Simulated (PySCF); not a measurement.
One molecule, one basis, several functionals.

Compound: C5H6O2.
Numbering: `[OH:1][CH2:2][c:3]1[cH:4][cH:5][o:6][cH:7]1` (hydrogens: H8 on O1; H9, H10 on C2; H11 on C4; H12 on C5; H13 on C7)

Torsions of this conformer, `[OH:1][CH2:2][c:3]1[cH:4][cH:5][o:6][cH:7]1`: O1–C2–C3–C4 -81°, H–O1–C2–C3 50°.

PySCF, pcSseg-1 basis, density fitting, gas phase, PBE0-D3(BJ)/def2-SVP geometry. One functional is left out:

| functional | exact exchange (%) | HOMO energy (eV) | LUMO energy (eV) | dipole moment (D) |
| --- | --- | --- | --- | --- |
| B97-D | 0 | -5.67 | -0.79 | 1.541 |
| PBE | 0 | -5.74 | -0.86 | 1.528 |
| PBE0 | 25 | -6.82 | 0.09 | 1.619 |
| mPW1PW91 | 25 | -6.84 | 0.06 | 1.625 |
| BHandHLYP | 50 | -7.68 | 1.13 | 1.701 |

Task: Predict the row of B97-2 (21 % exact exchange) by straight lines through the other rows, and check it.

Result: 
| property | line | computed | computed − line | PBE0 (25 %), for comparison |
| --- | --- | --- | --- | --- |
| HOMO energy (eV) | -6.59 | -6.56 | +0.03 | -6.82 |
| LUMO energy (eV) | -0.04 | 0.03 | +0.07 | 0.09 |
| dipole moment (D) | 1.606 | 1.605 | -0.001 | 1.619 |
